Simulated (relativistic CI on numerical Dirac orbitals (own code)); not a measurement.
**Sensitivity of the levels of Er LIV to α and to the nuclear radius**

Method of calculation: Dirac-Coulomb-Breit CI, separate exchange-only KLI orbitals for each configuration, derivatives by finite differences, unscaled Slater integrals, QED left out (own radial code, finite nucleus).

Configurations in the expansion (outside the closed core [Ne]): 3s²3p³, 3s3p⁴, 3s²3p²3d, 3p⁵, 3s3p³3d, 3p⁴3d, 3s²3p3d², 3s²3d³, 3s3p3d³, 3p³3d², 3p²3d³. Double excitations out of closed p, d and f shells are left out; levels of such configurations are missing from the list, as are those of other unlisted configurations, and high levels can miss mixing partners.

With x = (α/α₀)² − 1 an excitation energy changes as ω = ω₀ + qx; K = 2q/ω₀ is the relative enhancement. Terms are leading LS components, so labels can repeat. The field-shift factor is F = δν/δ⟨r²⟩ for the transition from the lowest level.

Lowest level 3s²3p³ ²P°3/2.

| Level | ω₀ (cm⁻¹) | q (cm⁻¹) | F (GHz/fm²) |
| --- | --- | --- | --- |
| 3s²3p²3d ²D3/2 | 1683046 | 81870 | 2.74 |
| 3s²3p³ ⁴S°3/2 | 1810084 | 2.25e+06 | -211 |
| 3s²3p³ ²D°5/2 | 1899050 | 2.248e+06 | -213 |
| 3s²3p³ ²P°1/2 | 2010538 | 2.256e+06 | -213 |
| 3s²3p²3d ²D5/2 | 2212960 | 572400 | -34.6 |
| 3s3p⁴ ⁴P5/2 | 3097364 | 2.467e+06 | -3830 |
| 3s3p⁴ ²P3/2 | 3309962 | 2.455e+06 | -2900 |
| 3s3p⁴ ²S1/2 | 3334247 | 2.495e+06 | -3540 |
| 3s²3p²3d ⁴F5/2 | 3488540 | 2.313e+06 | -189 |
| 3s²3p²3d ⁴D1/2 | 3513018 | 2.321e+06 | -205 |
| 3s²3p²3d ⁴F3/2 | 3516643 | 2.338e+06 | -499 |
| 3s²3p²3d ²G7/2 | 3577213 | 2.316e+06 | -179 |
| 3s²3p²3d ²D5/2 | 3805624 | 2.348e+06 | -339 |

At this charge energies of transitions that change n are usually good to better than 1 %, and those within a shell (Δn = 0) to a few per cent.

Task: Which transition from the lowest level has the largest |K|?

Result: 3s²3p³ ⁴S°3/2 at 1810084 cm⁻¹, K = 2.49.
